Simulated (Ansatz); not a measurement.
System: KS, charge 0, multiplicity 2. 
Structure (B3LYP-D3(BJ)/def2-TZVP (Ansatz, an electronic-structure program) minimum search):
```xyz
2

K      0.0000     0.0000    -1.3037
S      0.0000     0.0000     1.5481
```
Charge 0, spin multiplicity 2.

Basis-set convergence of Hartree-Fock and MP2 correlation energies (hartree) with Ansatz. Cores are frozen in the correlated levels unless marked. UHF or UKS for open shells. Spin-orbit coupling is left out. The frozen core is the preceding noble-gas configuration, with the filled d and f shells of earlier blocks. The outer core of K, Ca and their heavier congeners is not correlated, a term that matters for these elements. No relativistic terms.

```json
[
 {"basis": "def2-SVP", "functions": "42", "E(HF)": "-996.49604", "E(corr, MP2)": "-0.10347"},
 {"basis": "def2-TZVPP", "functions": "75", "E(HF)": "-996.71291", "E(corr, MP2)": "-0.15078"},
 {"basis": "def2-QZVPP", "functions": "140", "E(HF)": "-996.73713", "E(corr, MP2)": "-0.16721"}
]
```

Extrapolating the two largest sets (X = 3 and 4) as X^-3: E(corr) = (64·(-0.16721) - 27·(-0.15078))/37 = -0.1792 Eh, an estimate of the basis-set limit. The largest set recovers 93.3 % of it, the smallest 57.7 %.
